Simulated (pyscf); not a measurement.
## H₃Si–GeH₃, singlet

Gas-phase minimum from PySCF at ωB97X-D3(BJ)/def2-SVP, one conformer. 

SMILES: [SiH3][GeH3]
```xyz
8

Si    -1.3875     0.4168    -0.3202
Ge    -0.1699    -1.5681     0.1123
H     -2.8468     0.1147    -0.3956
H     -0.9493     1.0129    -1.6160
H     -1.1544     1.4073     0.7713
H     -0.5912    -2.1749     1.4607
H      1.3384    -1.2743     0.1614
H     -0.4269    -2.6082    -0.9904
```
Charge 0, spin multiplicity 1.

Bonds (Å): Si1–Ge2 2.368, Si1–H3 1.492, Si1–H4 1.492, Si1–H5 1.492, Ge2–H6 1.537, Ge2–H7 1.537, Ge2–H8 1.537. Angles (°): Ge2–Si1–H3 110.0, Ge2–Si1–H4 110.0, Ge2–Si1–H5 110.0, H3–Si1–H4 108.9, H3–Si1–H5 108.9, H4–Si1–H5 108.9, Si1–Ge2–H6 110.5, Si1–Ge2–H7 110.5, Si1–Ge2–H8 110.5, H6–Ge2–H7 108.4, H6–Ge2–H8 108.4, H7–Ge2–H8 108.4.

Properties at ωB97X-D3(BJ)/def2-SVP:

```
Quantity                                                                                                                                                                                                             Value
---------------------------------------------------------------------------------------------------------------------  ---------------------------------------------------------------------------------------------------
Harmonic wavenumbers, unscaled                                                                                         121, 370, 370, 377, 611, 611, 810, 908, 908, 910, 957, 957, 2181, 2181, 2181, 2247, 2255, 2255 cm⁻¹
Zero-point energy                                                                                                                                                                                            30.3 kcal/mol
Rotational symmetry number                                                                                                                                                                                               3
Entropy of this conformer at 298 K and 1 atm, rigid rotor and harmonic oscillator, modes under 100 cm⁻¹ raised to 100                                                                                      291.2 J/(mol K)
Dipole moment                                                                                                                                                                                                       0.05 D
```

Single-point totals, which compare only within one level (frozen core for MP2 and CC):

```tsv
level	total energy (hartree)
ωB97X-D3(BJ)/def2-TZVP	-2370.09355
PBE/def2-TZVP	-2369.61352
r²SCAN/def2-TZVP	-2370.05579
B3LYP-D3(BJ)/def2-TZVP	-2370.18311
PBE0-D3(BJ)/def2-TZVP	-2369.70985
M06-2X/def2-TZVP	-2370.05841
ωB97M-D3(BJ)/def2-TZVP	-2370.15337
HF/def2-TZVPP	-2367.79184
MP2/def2-TZVPP	-2368.19340
CCSD/def2-TZVPP	-2368.23294
CCSD(T)/def2-TZVPP	-2368.24692
```

Soft torsions are taken as harmonic, which can shift the entropy by several J/(mol K). The CCSD(T) − MP2 part came from Ansatz, without density fitting, on the same reference. The frozen core leaves the outer d or s,p core shells of the metals and heavy elements correlated in the MP2 and CC values, and def2-TZVPP describes them poorly, so these totals are far from the basis limit. Elements up to Kr have no core potential and no relativistic terms here.
